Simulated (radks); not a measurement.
All-electron atom: Kr+ in [Ar] 3d9.5 4s2 4p5.5 (fractional occupations, a model configuration). Calculated with a radial shooting solver on a logarithmic mesh with Libxc functionals: Dirac Kohn-Sham, PBEsol, spin-unpolarised, spherical densities, finite nucleus; open shells fill j = l - 1/2 first; Fermi nuclear charge, rms radius 4.1884 fm.

Normalised radial functions P(r) = r R(r) (large component), r in bohr:

| r | 3p1/2 | 3p3/2 | 3d5/2 |
|---|---|---|---|
| 0.002708 | 0.0065 | 0.0039 | 0.0000 |
| 0.00404 | 0.0123 | 0.0084 | 0.0001 |
| 0.006027 | 0.0238 | 0.0179 | 0.0002 |
| 0.00892 | 0.0456 | 0.0370 | 0.0005 |
| 0.01331 | 0.0882 | 0.0756 | 0.0017 |
| 0.01985 | 0.1662 | 0.1485 | 0.0051 |
| 0.02961 | 0.2984 | 0.2751 | 0.0151 |
| 0.04418 | 0.4931 | 0.4664 | 0.0425 |
| 0.06538 | 0.7071 | 0.6842 | 0.1092 |
| 0.09754 | 0.8091 | 0.8034 | 0.2595 |
| 0.1455 | 0.5472 | 0.5721 | 0.5383 |
| 0.2171 | -0.2220 | -0.1699 | 0.9319 |
| 0.3238 | -1.1504 | -1.1034 | 1.2778 |
| 0.4831 | -1.4819 | -1.4742 | 1.3110 |
| 0.715 | -1.0079 | -1.0312 | 0.9613 |
| 1.067 | -0.3547 | -0.3749 | 0.4635 |
| 1.591 | -0.0555 | -0.0613 | 0.1311 |
| 2.374 | -0.0029 | -0.0034 | 0.0177 |
| 3.541 | 0.0000 | 0.0000 | 0.0008 |
| 5.241 | 0.0000 | 0.0000 | 0.0000 |

3p1/2: eigenvalue -218.94 eV, 1 radial node at r = 0.197 bohr, <r> = 0.531 bohr, 90 % of the charge inside 0.809 bohr. 3p3/2: eigenvalue -210.92 eV, 1 radial node at r = 0.202 bohr, <r> = 0.541 bohr, 90 % of the charge inside 0.824 bohr. 3d5/2: eigenvalue -99.428 eV, 0 radial nodes, <r> = 0.549 bohr, 90 % of the charge inside 0.896 bohr.
